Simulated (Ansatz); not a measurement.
All values below come from frozen-core CCSD(T)/cc-pVTZ // B3LYP-D3(BJ)/def2-TZVP (Ansatz, a first-principles code).

Ansatz 0.2 input:
```yaml
crystal:
  periodic: [false, false, false]
  atoms:
    - { symbol: C, position_ang: [-0.213208, 0.002027, 0.003715] }
    - { symbol: Br, position_ang: [1.641985, -0.015658, 0.005551] }
    - { symbol: H, position_ang: [-0.705313, 0.959132, -0.003229] }
    - { symbol: H, position_ang: [-0.723463, -0.945502, -0.006036] }
basis:
  gaussian: { orbitals: cc-pVTZ }
correlation:
  method: ccsd_t
magnetization:
  spin_polarized: true
  initial_magnetization: 1
```

Output:

```
Functional definition: HF
605 factors; integrals over basis functions are off by at most 1.0e-3 eV
mean field evaluation 1: about -71060.4514 eV, gradient 1.0e1 eV
mean field evaluation 2: about -71060.4539 eV, gradient 1.0e1 eV
mean field evaluation 4: about -71061.3343 eV, gradient 2.0e0 eV
mean field evaluation 8: about -71061.4017 eV, gradient 1.4e-1 eV
mean field evaluation 16: about -71061.3796 eV, gradient 8.4e-1 eV
mean field evaluation 32: about -71056.4253 eV, gradient 5.6e-3 eV
mean field -71061.40233302 eV, -2611.4583685901 hartree, gradient 3.3e-6 eV, S^2 0.769325; 0 other end points of the search recorded, 0 dependent functions left out
10 core orbitals not correlated
reference -71061.40233302 eV, -2611.4583685901 hartree; 12, 11 occupied and 79, 80 virtual orbitals, 605 factors
second order -10.12968570 eV of doubles, -0.00000000 eV of singles
cycle   1  -10.48761488 eV  change   -3.6e-1 eV  update   6.8e-2
cycle   2  -10.76185384 eV  change   -2.7e-1 eV  update   2.2e-2
cycle   3  -10.81342015 eV  change   -5.2e-2 eV  update   1.5e-2
cycle   4  -10.80931334 eV  change    4.1e-3 eV  update   6.8e-3
cycle   5  -10.81219604 eV  change   -2.9e-3 eV  update   3.1e-3
cycle   6  -10.81193876 eV  change    2.6e-4 eV  update   9.8e-4
cycle   7  -10.81201007 eV  change   -7.1e-5 eV  update   3.4e-4
cycle   8  -10.81197377 eV  change    3.6e-5 eV  update   1.1e-4
cycle   9  -10.81193137 eV  change    4.2e-5 eV  update   3.8e-5
cycle  10  -10.81193450 eV  change   -3.1e-6 eV  update   1.1e-5
perturbative correction -0.40769789 eV, -0.0149826209 hartree
Total energy: -71072.62196541 eV, -2611.8706824753 hartree
```

Cost: about 18 core-seconds (a rough figure).
